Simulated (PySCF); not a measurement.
PySCF input file for Cl₂FH₃Si₂, SMILES Cl[SiH]([SiH2]F)Cl, KT2/pcSseg-1. Geometry optimised at B3LYP-D3(BJ)/def2-SVP. This is a generated structure with no PubChem entry under its InChIKey; it may be hypothetical. One conformer was computed; it need not be the lowest.

```python
import numpy as np
from pyscf import gto, scf, dft
from pyscf.prop.nmr import rks as nmr

mol = gto.M(
    atom='''
    Si    1.77139494    0.20583293   -0.23198740
    F     2.62405491   -0.62875158    0.88230397
    Si   -0.47526613    0.30214498    0.41916237
    Cl   -1.40652155    1.41687574   -1.07170728
    Cl   -1.25211042   -1.62105081    0.45913035
    H     1.85888297   -0.49978532   -1.53786960
    H     2.34308210    1.57591272   -0.33504290
    H    -0.76751892    0.94192235    1.72553520
    ''',
    basis='pcSseg-1',
    charge=0,
    spin=0,
    max_memory=1600,
    verbose=3,
)
mf = dft.RKS(mol, xc='kt2')
mf.grids.level = 3
mf.conv_tol = 1e-10
mf.max_cycle = 100
mf.kernel()
n = nmr.NMR(mf)
n.verbose = 2
n.max_cycle_cphf = 60
sigma = n.kernel()
print('atom   isotropic/ppm   span/ppm')
for i, s in enumerate(sigma):
    w = np.linalg.eigvalsh((s + s.T) / 2)
    print(f'{mol.atom_symbol(i):2s}{i + 1:3d} {w.mean():14.3f} {w[2] - w[0]:11.3f}')
```

It prints:

```
converged SCF energy = -1614.25821853236
atom   isotropic/ppm   span/ppm
Si  1        362.489     146.317
F   2        414.607      45.569
Si  3        337.514      81.098
Cl  4        884.808     328.112
Cl  5        871.219     286.508
H   6         25.764       6.277
H   7         25.755       7.193
H   8         24.847       9.029
```

The run converged.
